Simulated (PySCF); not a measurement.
C4H7O2, SMILES [CH]1COCCO1, multiplicity 2.

The structure is a stationary point at PBE-D3(BJ)/def2-SVP. The isomer is the one that the SMILES or the coordinates give; other isomers of the formula were not compared. One conformer was computed; it need not be the lowest.

Calculation: PBE-D3(BJ)/def2-SVP (PySCF).

Frequencies are harmonic and unscaled.

```json
[
 {"mode": "1", "ν (cm⁻¹)": "214", "IR (km/mol)": "2.3", "moving atoms (share of kinetic energy)": "H 49 %, C 38 %, O 13 %"},
 {"mode": "2", "ν (cm⁻¹)": "249", "IR (km/mol)": "10.2", "moving atoms (share of kinetic energy)": "O 41 %, C 31 %, H 28 %"},
 {"mode": "3", "ν (cm⁻¹)": "386", "IR (km/mol)": "2.1", "moving atoms (share of kinetic energy)": "H 53 %, O 25 %, C 22 %"},
 {"mode": "4", "ν (cm⁻¹)": "440", "IR (km/mol)": "1.0", "moving atoms (share of kinetic energy)": "O 68 %, C 26 %"},
 {"mode": "5", "ν (cm⁻¹)": "481", "IR (km/mol)": "17.0", "moving atoms (share of kinetic energy)": "H 54 %, C 42 %"},
 {"mode": "6", "ν (cm⁻¹)": "530", "IR (km/mol)": "6.1", "moving atoms (share of kinetic energy)": "H 56 %, C 32 %, O 12 %"},
 {"mode": "7", "ν (cm⁻¹)": "728", "IR (km/mol)": "17.5", "moving atoms (share of kinetic energy)": "C 45 %, H 37 %, O 18 %"},
 {"mode": "8", "ν (cm⁻¹)": "846", "IR (km/mol)": "7.0", "moving atoms (share of kinetic energy)": "C 58 %, H 21 %, O 20 %"},
 {"mode": "9", "ν (cm⁻¹)": "868", "IR (km/mol)": "40.2", "moving atoms (share of kinetic energy)": "H 36 %, O 33 %, C 32 %"},
 {"mode": "10", "ν (cm⁻¹)": "896", "IR (km/mol)": "22.5", "moving atoms (share of kinetic energy)": "C 47 %, H 36 %, O 17 %"},
 {"mode": "11", "ν (cm⁻¹)": "937", "IR (km/mol)": "22.5", "moving atoms (share of kinetic energy)": "C 48 %, H 42 %, O 9 %"},
 {"mode": "12", "ν (cm⁻¹)": "1020", "IR (km/mol)": "6.0", "moving atoms (share of kinetic energy)": "C 50 %, H 41 %, O 9 %"},
 {"mode": "13", "ν (cm⁻¹)": "1042", "IR (km/mol)": "9.4", "moving atoms (share of kinetic energy)": "C 60 %, H 35 %"},
 {"mode": "14", "ν (cm⁻¹)": "1085", "IR (km/mol)": "0.5", "moving atoms (share of kinetic energy)": "C 50 %, H 45 %"},
 {"mode": "15", "ν (cm⁻¹)": "1123", "IR (km/mol)": "59.0", "moving atoms (share of kinetic energy)": "C 51 %, O 42 %"},
 {"mode": "16", "ν (cm⁻¹)": "1186", "IR (km/mol)": "18.3", "moving atoms (share of kinetic energy)": "H 84 %, C 11 %"},
 {"mode": "17", "ν (cm⁻¹)": "1226", "IR (km/mol)": "45.4", "moving atoms (share of kinetic energy)": "H 55 %, C 29 %, O 16 %"},
 {"mode": "18", "ν (cm⁻¹)": "1249", "IR (km/mol)": "70.8", "moving atoms (share of kinetic energy)": "H 67 %, O 20 %, C 13 %"},
 {"mode": "19", "ν (cm⁻¹)": "1269", "IR (km/mol)": "12.5", "moving atoms (share of kinetic energy)": "H 83 %, O 10 %"},
 {"mode": "20", "ν (cm⁻¹)": "1294", "IR (km/mol)": "1.0", "moving atoms (share of kinetic energy)": "H 83 %, C 13 %"},
 {"mode": "21", "ν (cm⁻¹)": "1332", "IR (km/mol)": "20.4", "moving atoms (share of kinetic energy)": "H 66 %, C 32 %"},
 {"mode": "22", "ν (cm⁻¹)": "1356", "IR (km/mol)": "16.4", "moving atoms (share of kinetic energy)": "H 73 %, C 26 %"},
 {"mode": "23", "ν (cm⁻¹)": "1376", "IR (km/mol)": "6.4", "moving atoms (share of kinetic energy)": "H 54 %, C 39 %"},
 {"mode": "24", "ν (cm⁻¹)": "1391", "IR (km/mol)": "2.8", "moving atoms (share of kinetic energy)": "H 92 %"},
 {"mode": "25", "ν (cm⁻¹)": "1411", "IR (km/mol)": "4.3", "moving atoms (share of kinetic energy)": "H 90 %, C 10 %"},
 {"mode": "26", "ν (cm⁻¹)": "1416", "IR (km/mol)": "16.6", "moving atoms (share of kinetic energy)": "H 79 %, C 16 %"},
 {"mode": "27", "ν (cm⁻¹)": "2754", "IR (km/mol)": "103.2", "moving atoms (share of kinetic energy)": "H 94 %"},
 {"mode": "28", "ν (cm⁻¹)": "2886", "IR (km/mol)": "60.5", "moving atoms (share of kinetic energy)": "H 94 %"},
 {"mode": "29", "ν (cm⁻¹)": "2950", "IR (km/mol)": "51.6", "moving atoms (share of kinetic energy)": "H 94 %"},
 {"mode": "30", "ν (cm⁻¹)": "3024", "IR (km/mol)": "19.9", "moving atoms (share of kinetic energy)": "H 92 %, C 8 %"},
 {"mode": "31", "ν (cm⁻¹)": "3035", "IR (km/mol)": "24.4", "moving atoms (share of kinetic energy)": "H 91 %, C 9 %"},
 {"mode": "32", "ν (cm⁻¹)": "3049", "IR (km/mol)": "22.3", "moving atoms (share of kinetic energy)": "H 91 %, C 9 %"},
 {"mode": "33", "ν (cm⁻¹)": "3118", "IR (km/mol)": "19.3", "moving atoms (share of kinetic energy)": "H 92 %, C 8 %"}
]
```
